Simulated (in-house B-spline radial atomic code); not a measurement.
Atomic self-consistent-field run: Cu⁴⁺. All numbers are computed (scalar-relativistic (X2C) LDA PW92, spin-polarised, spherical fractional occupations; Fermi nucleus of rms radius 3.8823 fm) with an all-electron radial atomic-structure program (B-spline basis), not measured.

Command:
```bash
python run_scf.py task.json out
```
Settings (nuclear radius in fm, mass in u):
```
Z                29
configuration    [Ar] 3d7
hamiltonian      x2c
method           lda,pw
spin_polarised   True
nucleus          fermi
rms_radius       3.8823
atomic_mass      62.9296
speed_of_light   137.035999084
```

Output (hartree, bohr):
```
 radial grid: 67 intervals, B-splines of order 8, outer radius 14.6809 bohr

 iter        energy (Eh)    residual
    1       -1629.481977    7.71e-01
    2       -1637.124791    7.73e-01
    3       -1646.844471    1.37e-01
    4       -1647.288203    2.42e-02
    5       -1647.299126    8.26e-03
    6       -1647.299705    6.81e-03
    7       -1647.300590    4.67e-04
    8       -1647.300595    1.35e-05
    9       -1647.300595    1.72e-07

 total energy                     -1647.30060
 kinetic                            1675.0930
 electron-nucleus                  -3909.5582
 Hartree                             650.1871
 exchange-correlation                -63.0225

 orbital      occ     eigenvalue          <r>       <r^2>       <1/r>       r_max
 1s up      1.000      -326.9015    0.0518683  0.00363114     29.5907     0.03377
 1s down    1.000      -326.9005    0.0518677  0.00363102     29.5909     0.03377
 2s up      1.000       -41.6264     0.235552   0.0655368     6.38761       0.197
 2s down    1.000       -41.5449     0.235301   0.0653918     6.39525      0.1969
 2p up      3.000       -36.3282       0.2067   0.0524418     6.20789      0.1582
 2p down    3.000       -36.2655     0.206418   0.0522881     6.21468      0.1581
 3s up      1.000        -6.7897     0.699547    0.563845     2.04746      0.6101
 3s down    1.000        -6.6483     0.701935    0.567961     2.03888      0.6109
 3p up      3.000        -5.2213     0.725172    0.617233     1.90077      0.6129
 3p down    3.000        -5.0830     0.728956    0.624215     1.89024      0.6142
 3d up      5.000        -2.6762     0.798756    0.794317      1.6046      0.5723
 3d down    2.000        -2.5420     0.813183    0.827069     1.58425      0.5767
```

Cost of the run: 0.35 s on 1 thread of Arm Neoverse N1, with other jobs on the host.

One-electron X2C: radii and densities carry no picture-change correction, so inner-shell <1/r> comes out high (for 1s by about 2 % at Z = 33, 5 % at 54, 10 % at 75, 30 % at 118) and <r> low.
